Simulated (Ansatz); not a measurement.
`C[O][GaH][SH]` → `[SH][GaH2]` + `C=O` at 298.15 K and 1 bar (β-hydride elimination).

Computed with Ansatz on PBE0-D4/def2-TZVP structures; ΔE is electronic, products minus reactants. CCSD(T)/CBS is the MP2 limit (def2-TZVPP, def2-QZVPP) plus CCSD(T) − MP2 in def2-TZVPP, frozen cores. This one scheme is used for every species. For Ga outer-core shells are correlated without core-valence functions, which leaves a few kJ/mol of doubt a bond. Scalar relativity is left out up to krypton. One conformer a species, not always the lowest.

| species | CCSD(T)/CBS energy (Eh) | H − E (kJ/mol) | S (J/(mol·K)) |
| --- | --- | --- | --- |
| `C[O][GaH][SH]` | -2437.99512 | 173.3 | 352.5 |
| `[SH][GaH2]` | -2323.53734 | 73.1 | 277.9 |
| `C=O` | -114.39408 | 80.1 | 218.6 |

H − E and S are ideal-gas, rigid-rotor, harmonic terms from PBE0-D4/def2-TZVP, for one conformer and one mirror image of each species. 1 Eh = 2625.50 kJ/mol, R = 8.31446 J/(mol·K).

Task: By hand: ΔE, ΔH, ΔS and ΔG.

Result: ΔE = (-2323.53734) + (-114.39408) − (-2437.99512) = 0.06370 Eh = 167.2 kJ/mol. Δ(H − E) = 73.1 + 80.1 − 173.3 = -20.1, so ΔH = 147.1 kJ/mol. ΔS = 277.9 + 218.6 − 352.5 = 144.0 J/(mol·K). ΔG = 147.1 − 298.15 × (144.0)/1000 = 104.2 kJ/mol.

Task: By hand: the equilibrium constant, and the temperature at which ΔG would vanish if ΔH and ΔS stayed fixed.

Result: log₁₀ K = −ΔG/(RT ln 10) = -18.3. ΔG = 0 at ΔH/ΔS = 1022 K.

The number of gas molecules changes by +1, which sets the sign of ΔS. A doubt of 5 kJ/mol in ΔE shifts log₁₀ K by 0.9 here. Other conformers and mirror images would add mixing entropy, several J/(mol·K) or more a flexible species. These are equilibria of isolated gas molecules and say nothing of rates. Largest T1 diagnostic: 0.015 (customary marks: 0.02 for closed shells, 0.045 for open ones).
